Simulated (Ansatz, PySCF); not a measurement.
Conformers of C3H5NO (SMILES COCC#N), B3LYP-D3(BJ)/def2-TZVP minima from an xTB search, which can miss the lowest.
Conformer 1 (charge 0, multiplicity 1):
```csv
atom,x (Å),y (Å),z (Å)
C,-1.3313,0.3487,0.0578
O,-0.4812,-0.4233,-0.7798
C,0.7542,-0.7364,-0.1943
C,1.6021,0.4497,0.0279
N,2.2447,1.3859,0.2057
H,-0.8932,1.3273,0.2768
H,-1.5328,-0.1744,0.9999
H,-2.2627,0.4841,-0.4867
H,0.6291,-1.2495,0.7687
H,1.2711,-1.4122,-0.8761
```

Frozen-core correlation. CBS: X⁻³ extrapolation of the correlation energy, Hartree–Fock from the larger set. MP2 and its Hartree–Fock in cc-pVQZ are density fitted. Rows in 6-31G* carry no dispersion term and start afresh at each structure (6-31G* with six Cartesian d functions).

Programs: Ansatz (Gaussian orbitals); PySCF for 6-31G* rows. Values without a source in brackets are computed.

Electronic energies of 2 conformers above conformer 1 (kcal/mol):

```json
[
 {"level": "PBE/def2-TZVPP", "conformer 1": "0.00", "conformer 2": "1.39"},
 {"level": "B3LYP/6-31G*", "conformer 1": "0.00", "conformer 2": "1.49"},
 {"level": "wB97M-V/def2-TZVPP", "conformer 1": "0.00", "conformer 2": "1.55"},
 {"level": "MP2/CBS(cc-pVTZ, cc-pVQZ) + ΔCCSD(T)/cc-pVTZ", "conformer 1": "0.00", "conformer 2": "1.48"}
]
```

Problem. Give Boltzmann populations at 298.15 K for each level, counting each conformer once and leaving out zero-point, thermal and symmetry terms.

Solution. 
Weights exp(−E/RT) with RT = 0.5925 kcal/mol, divided by their sum:
- PBE/def2-TZVPP: 91 %, 9 %
- B3LYP/6-31G*: 93 %, 7 %
- wB97M-V/def2-TZVPP: 93 %, 7 %
- MP2/CBS(cc-pVTZ, cc-pVQZ) + ΔCCSD(T)/cc-pVTZ: 92 %, 8 %
The share of conformer 1 runs from 91 to 93 % over these levels.

Ansatz is an electronic-structure program.
